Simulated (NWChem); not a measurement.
**Atomisation of F3Ge**

SMILES: [F][Ge]([F])[F]
```xyz
4

F      0.3629     0.8104     1.4051
Ge    -0.3040     0.0009     0.0000
F      0.3629     0.8104    -1.4051
F      0.3550    -1.6239     0.0000
```
Charge 0, spin multiplicity 2.

Everything below was run with NWChem. The geometry was optimised at UPBE/def2-SVP, a minimum by its harmonic frequencies.

Basis set: def2-TZVP. The atomisation energy is electronic alone: no zero-point, thermal, spin-orbit or counterpoise terms. No value is extrapolated to the basis-set limit. Free atoms are single determinants with multiplicities F 2, Ge 3. Correlated methods freeze the same cores in atoms and molecule, 12 orbitals in all.

The cost column gives rough processor time relative to B3LYP; each entry includes its own SCF. Costs are the molecule's.

The Hamiltonian is non-relativistic. B3LYP has NWChem's definition, with VWN1-RPA local correlation. The structure started from a generated list of species. The unpaired electrons of the parent sit in orbitals of symmetry a' (Cs labels of the run); other states weren't searched. The stability of the SCF solutions was not checked. Open-shell Hartree-Fock references start from PBE0 orbitals; any time given for them includes that run.

```csv
method,atomisation energy (kcal/mol),relative cost
B3LYP,322.5,1
BHandHLYP,298.7,under 3
PBE0,322.1,under 3
PBE,343.2,under 3
M06-2X,[?],under 3
r2SCAN,[?],under 3
HF,217.6,under 3
MP2,[?],5
```

Fill in the missing entries.


- M06-2X, atomisation energy (kcal/mol): 334.8
- r2SCAN, atomisation energy (kcal/mol): 334.3
- MP2, atomisation energy (kcal/mol): 343.7
